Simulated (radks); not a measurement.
The numbers below are computed, except where a source is named.
Neutral vanadium, 23 electrons, occupied as [Ar] 3d4 4s1 (not the ground configuration).

Code: a radial shooting solver on a logarithmic mesh with Libxc functionals. Model: scalar-relativistic Kohn-Sham, BLYP, spin-polarised, spherical densities, finite nucleus; open shells are filled with parallel spins first; Fermi nuclear charge, rms radius 3.6002 fm.

Energy parts (eV):
part                      energy
total                 -25833.779
kinetic                26074.809
electron-nucleus      -61571.360
Hartree                10906.142
exchange-correlation   -1243.369

Orbitals (lengths in bohr, moments of r in powers of bohr; <r^-3> diverges for s and p1/2; r(90%) holds 90 % of the orbital's charge):
orbital  occ.  eigenvalue (eV)  <r^-3>     <r^2>  r(90%)
1s up       1        -5362.117       -  0.005936   0.119
1s down     1        -5362.101       -  0.005936   0.119
2s up       1        -597.9425       -    0.1125   0.479
2s down     1        -596.8852       -    0.1122   0.478
2p up       3        -498.6170   310.7   0.09271   0.451
2p down     3        -497.7950   311.5   0.09239   0.450
3s up       1         -66.8933       -     1.052    1.43
3s down     1         -63.7133       -     1.057    1.44
3p up       3         -40.9122   36.18     1.249    1.59
3p down     3         -37.8010   35.85     1.262    1.60
3d up       4          -2.8649   2.198     3.888    3.05
4s up       1          -4.1182       -     13.98    5.29

The highest occupied level is 3d up at -2.865 eV. The electron density at the nucleus is 9948 e/bohr^3 (large components only).
